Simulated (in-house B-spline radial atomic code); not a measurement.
**Ionising In³⁺ with different functionals**

Computed with a B-spline radial code for spherical atoms: non-relativistic Hamiltonian, point nucleus, spin-polarised at highest spin, spherical fractional occupations for the functionals, the average over the highest-spin determinants for Hartree-Fock. The ionisation energy is the difference of two self-consistent energies, [Kr] 4d10 → [Kr] 4d9, without Breit or QED terms; ε is the level of the shell that loses the electron (its least bound occupied spin orbital). There is no spin-orbit coupling in this Hamiltonian.

Hybrids are left out here: with spherical fractional occupations of an open shell their exact exchange keeps a self-interaction that integer-occupation calculations don't have.

```
           method          rung  ΔSCF (eV)  -ε(4d) (eV)
     Hartree-Fock  Hartree-Fock      55.46        57.36
         LDA VWN5           LDA      57.08        48.72
         LDA PW92           LDA      57.08        48.71
LDA exchange-only           LDA      55.27        46.98
              PBE           GGA      56.83        48.47
           PBEsol           GGA      56.81        48.45
             BLYP           GGA      56.69        48.34
             RPBE           GGA          ?            ?
             PW91           GGA      56.93        48.56
             BP86           GGA          ?            ?
             AM05           GGA      56.82        48.45
             OLYP           GGA      57.06        48.67
             TPSS      meta-GGA      56.79        48.44
             SCAN      meta-GGA      57.19        48.89
           r2SCAN      meta-GGA      57.24        48.94
          revTPSS      meta-GGA      56.72        48.37
```

Task: What does RPBE give?

Result: ΔSCF 56.76 eV, and -ε(4d) = 48.40 eV.

Task: What does BP86 give?

Result: ΔSCF 56.90 eV, and -ε(4d) = 48.54 eV.

Task: How do they compare with the NIST value?

Result: NIST lists 55.45 eV ± 0.04 (measured, ground level to ground level). Errors run from -0.18 to +1.79 eV. The correlated functionals all miss on the same side by more than they spread, so the cause is common to them (relativity, Breit-QED terms, multiplet and fine-structure energies, or a listed next ion that isn't the cheapest removal here) and closeness doesn't rank the functionals. Hartree-Fock also lacks correlation.
